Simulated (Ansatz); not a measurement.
B12N12H32⁻, a nanocrystal cut from zinc blende BN (hydrogen-capped). The state is a doublet with charge -1. Geometry PBE-D4/def2-SVP, that of the neutral singlet; atoms count from 1.

Cartesian coordinates in Å:
```
N 1.516 -1.690 -2.036
N -0.791 -2.710 1.490
N 0.185 -0.234 2.705
N 2.390 0.504 -1.032
N 1.733 1.194 1.282
N 0.873 -1.017 0.351
N -0.826 -0.956 -1.560
N -1.565 -0.275 0.810
N -0.008 1.258 -0.578
N 0.666 0.506 -2.932
N -0.644 1.908 1.830
N -2.562 1.866 -0.378
B 0.555 -2.544 0.649
B 2.056 -0.983 -0.692
B 0.267 -0.988 -2.673
B 1.396 -0.294 1.641
B -2.034 -1.771 1.090
B -1.150 0.425 2.131
B 2.954 1.248 0.258
B 1.176 1.290 -1.619
B 0.512 1.991 0.708
B -0.378 -0.233 -0.212
B -2.874 0.400 0.204
B -1.222 2.050 -1.226
H 2.282 -1.813 -2.710
H 1.248 -2.644 -1.733
H -1.118 -3.667 1.308
H -0.620 -2.723 2.505
H 0.508 0.287 3.533
H 0.002 -1.167 3.087
H 3.179 0.540 -1.691
H 2.108 1.677 2.109
H -1.145 -1.903 -1.291
H -1.694 -0.486 -1.869
H 1.348 0.603 -3.696
H -0.174 1.032 -3.234
H -0.287 2.340 2.695
H -1.425 2.522 1.581
H -2.681 2.603 0.330
H -3.334 2.058 -1.029
H 1.488 -3.078 1.244
H 0.309 -3.173 -0.400
H 3.043 -1.603 -0.312
H -0.113 -1.553 -3.699
H 2.345 -0.866 2.165
H -2.867 -1.811 1.994
H -2.481 -2.283 0.055
H -2.031 0.433 2.986
H 3.916 0.632 0.716
H 3.224 2.418 -0.013
H 1.483 2.428 -1.957
H 0.782 3.171 0.517
H -3.272 -0.239 -0.779
H -3.758 0.492 1.054
H -1.531 1.581 -2.341
H -0.958 3.245 -1.338
```

Single mean-field runs in def2-TZVP are fitted with def2-universal-jkfit. The highest occupied level of the charge -1 doublet lies above zero (up to 1.81 eV). By energy differences it is unbound by 0.73 eV (vertical, to the charge 0 singlet, at PBE0-D4/def2-TZVP) and held by the finite basis.

**Question.** Estimate the Mulliken populations of the heavy atoms from the PBE0/def2-TZVP orbitals of Ansatz.

**Answer.** 
| atom | charge (e) | spin (α − β) |
| --- | --- | --- |
| N1 | -0.15 | -0.02 |
| N2 | -0.25 | -0.03 |
| N3 | -0.10 | -0.03 |
| N4 | 0.03 | 0.00 |
| N5 | -0.01 | 0.02 |
| N6 | 0.34 | 0.01 |
| N7 | 0.02 | 0.00 |
| N8 | 0.33 | 0.01 |
| N9 | 0.34 | 0.01 |
| N10 | -0.15 | -0.02 |
| N11 | -0.10 | -0.03 |
| N12 | -0.25 | -0.03 |
| B13 | -0.14 | 0.00 |
| B14 | -0.20 | 0.05 |
| B15 | -0.01 | 0.01 |
| B16 | -0.27 | 0.05 |
| B17 | -0.24 | 0.05 |
| B18 | 0.09 | -0.26 |
| B19 | -0.20 | -0.09 |
| B20 | -0.20 | 0.05 |
| B21 | -0.27 | 0.05 |
| B22 | -1.99 | 0.10 |
| B23 | -0.24 | 0.05 |
| B24 | -0.14 | 0.00 |
Mulliken values and Mayer orders depend strongly on the basis.

**Question.** Where does the spin sit?

**Answer.** Summed by element: N -0.12, B 0.06, H 1.05, of 1 unpaired in all. Largest on single atoms: H37 0.33, H29 0.33, B18 -0.26.

**Question.** And the Mayer bond orders between bonded heavy atoms (over 0.3)?

**Answer.** N1–B14 0.85 (1.61 Å); N1–B15 0.87 (1.57 Å); N2–B13 0.87 (1.60 Å); N2–B17 0.82 (1.61 Å); N3–B16 0.89 (1.61 Å); N3–B18 0.91 (1.60 Å); N4–B14 0.88 (1.56 Å); N4–B19 0.81 (1.59 Å); N4–B20 0.88 (1.56 Å); N5–B16 0.87 (1.57 Å); N5–B19 0.82 (1.59 Å); N5–B21 0.87 (1.57 Å); N6–B13 0.74 (1.59 Å); N6–B14 0.78 (1.58 Å); N6–B16 0.75 (1.57 Å); N6–B22 0.71 (1.58 Å); N7–B15 0.83 (1.56 Å); N7–B22 1.06 (1.59 Å); N8–B17 0.75 (1.59 Å); N8–B18 0.78 (1.55 Å); N8–B22 0.93 (1.57 Å); N8–B23 0.75 (1.59 Å); N9–B20 0.78 (1.58 Å); N9–B21 0.75 (1.57 Å); N9–B22 0.71 (1.58 Å); N9–B24 0.74 (1.59 Å); N10–B15 0.87 (1.57 Å); N10–B20 0.85 (1.61 Å); N11–B18 0.91 (1.60 Å); N11–B21 0.89 (1.61 Å); N12–B23 0.82 (1.61 Å); N12–B24 0.87 (1.60 Å).
